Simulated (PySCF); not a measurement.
These compounds are isomers of formula CH$_{11}$NSi$_{3}$.

A. `C[Si@H]([SiH3])N[SiH3]`
B. `C[SiH2][Si@@H](N)[SiH3]`
C. `N(C[SiH3])([SiH3])[SiH3]`
D. SMILES CN([SiH3])[SiH2][SiH3]

Spectrum 1. ¹³C{¹H} NMR (computed): δ 36.7 (CH2).

Spectrum 2. ¹³C{¹H} NMR (computed): δ -0.3 (CH3).

Spectrum 3. ¹³C{¹H} NMR (computed): δ -10.0 (CH3).

Spectrum 4. ¹³C{¹H} NMR (computed): δ 38.4 (CH3).

Theory: GFN2-xTB structure, σ from GIAO-PBE0/pcSseg-1, in PySCF 2.14 (non-relativistic, isolated molecule, one computed conformer, rapidly exchanging positions averaged).

Scale: TMS for ¹³C (σref 186.93) (reference shieldings calculated alike). Shifts are as computed. Against solution values, carbons near 30 ppm lie about +3 ppm off and those near 130 ppm about +5 ppm. Of 1309 compounds with measured shifts, 239 miss one by over three times the rms of a fit or turn the order of signals round; such compounds aren't used in these exercises.

Which spectrum belongs to which compound?

Answers

1–C, 2–A, 3–B, 4–D.

- Spectrum 1 (C): a single ¹³C signal, at 36.7 ppm (sp3 CH2 bonded to N and Si).
- Spectrum 2 (A): a single ¹³C signal, at -0.3 ppm (methyl carbon bonded to Si).
- Spectrum 3 (B): a single ¹³C signal, at -10.0 ppm (methyl carbon bonded to Si).
- Spectrum 4 (D): a single ¹³C signal, at 38.4 ppm (methyl carbon bonded to N).
